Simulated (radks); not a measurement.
Values are calculated unless marked as measured or tabulated.
Ionisation ladder of mercury, from Hg22+ to Hg43+. Each ion is in the ground configuration listed by NIST, and IE = E(next ion) - E(this ion). Level of theory: scalar-relativistic Kohn-Sham, r2SCAN, spin-polarised, spherical densities, finite nucleus; open shells are filled with parallel spins first (spin-orbit coupling, left out, can overturn this in heavy ions); meta-GGA in the generalised Kohn-Sham scheme; Fermi nuclear charge, rms radius 5.4648 fm (a radial shooting solver on a logarithmic mesh with Libxc functionals).

| species | configuration | IE, Delta-SCF (eV) | <r> HOMO (bohr) |
|---|---|---|---|
| Hg22+ | [Kr] 4d10 4f12 | ? | 0.440 |
| Hg23+ | [Kr] 4d10 4f11 | 712.03 | 0.433 |
| Hg24+ | [Kr] 4d10 4f10 | 759.96 | 0.427 |
| Hg25+ | [Kr] 4d10 4f9 | ? | 0.421 |
| Hg26+ | [Kr] 4d10 4f8 | 858.73 | 0.415 |
| Hg27+ | [Kr] 4d10 4f7 | 926.97 | 0.407 |
| Hg28+ | [Kr] 4d10 4f6 | 980.08 | 0.401 |
| Hg29+ | [Kr] 4d10 4f5 | 1034.2 | 0.396 |
| Hg30+ | [Kr] 4d10 4f4 | 1089.2 | 0.391 |
| Hg31+ | [Kr] 4d10 4f3 | 1145.2 | 0.387 |
| Hg32+ | [Kr] 4d10 4f2 | ? | 0.382 |
| Hg33+ | [Kr] 4d10 4f1 | 1259.7 | 0.377 |
| Hg34+ | [Kr] 4d10 | 1562.9 | 0.395 |
| Hg35+ | [Kr] 4d9 | 1618.3 | 0.392 |
| Hg36+ | [Kr] 4d8 | 1673.9 | 0.390 |
| Hg37+ | [Kr] 4d7 | 1729.7 | 0.387 |
| Hg38+ | [Kr] 4d6 | 1785.8 | 0.384 |
| Hg39+ | [Kr] 4d5 | 1863.0 | 0.381 |
| Hg40+ | [Kr] 4d4 | 1921.5 | 0.378 |
| Hg41+ | [Kr] 4d3 | ? | 0.376 |
| Hg42+ | [Kr] 4d2 | 2039.3 | 0.373 |
| Hg43+ | [Kr] 4d1 | 2098.5 | 0.371 |

Estimate the withheld Delta-SCF values.

Answer. Hg22+: 665.13 eV (NIST 650); Hg25+: 808.87 eV (NIST 820); Hg32+: 1202.0 eV (NIST 1220); Hg41+: 1980.3 eV (NIST 1989).
